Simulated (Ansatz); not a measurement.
System: C$_{4}$H$_{4}$NS, charge 0, multiplicity 2. It need not be the lowest isomer of its formula. 
Coordinates optimised at B3LYP-D3(BJ)/def2-TZVP (Ansatz, a program for electronic structure):
```
C
N 1 1.3229
H 2 1.0211 1 109.82
C 1 1.4152 2 121.61 3 -180.00
H 4 1.0772 1 125.38 2 0.00
C 1 1.4578 2 128.52 3 0.00
C 6 1.3476 1 113.31 2 -180.00
H 7 1.0780 6 128.30 1 180.00
H 6 1.0810 7 124.00 8 0.00
S 4 1.7000 5 121.90 1 180.00
```
Charge 0, spin multiplicity 2.

Property: atomisation energy (electronic, to ground-state atoms), in eV. Cores are frozen in the correlated levels unless marked. UHF or UKS for open shells. Spin-orbit coupling is left out. No relativistic terms. The coupled-cluster limit lacks core correlation, which all-electron functionals hold. Basis-set limits of correlation are two-point, X^-3; Hartree-Fock from the larger set.

The UHF reference is spin-contaminated (<S^2> 0.37 over the pure value in the largest basis). 

```json
[
 {"level": "r2SCAN-D3(BJ)/def2-TZVPD", "program": "Ansatz + dftd3", "atomisation energy (eV)": "___"},
 {"level": "B3LYP-D4/def2-TZVPD", "program": "Ansatz + dftd4", "atomisation energy (eV)": "___"},
 {"level": "PBE0-D4/def2-TZVP", "program": "Ansatz + dftd4", "atomisation energy (eV)": "45.98"},
 {"level": "PBE0/def2-TZVP", "program": "Ansatz", "atomisation energy (eV)": "45.74"},
 {"level": "B2GP-PLYP-D3(BJ)/def2-TZVPD", "program": "Ansatz + dftd3", "atomisation energy (eV)": "44.53"},
 {"level": "B2PLYP-D3(BJ)/def2-TZVPD", "program": "Ansatz + dftd3", "atomisation energy (eV)": "44.78"},
 {"level": "CCSD/6-31G", "program": "Ansatz", "atomisation energy (eV)": "___"},
 {"level": "CCSD(T)/CBS(cc-pV(T+d)Z,cc-pV(Q+d)Z)", "program": "Ansatz", "atomisation energy (eV)": "44.82"}
]
```

### Question
Complete the blanks.

### Answer

- r2SCAN-D3(BJ)/def2-TZVPD, atomisation energy (eV): 45.57
- B3LYP-D4/def2-TZVPD, atomisation energy (eV): 45.23
- CCSD/6-31G, atomisation energy (eV): 36.51
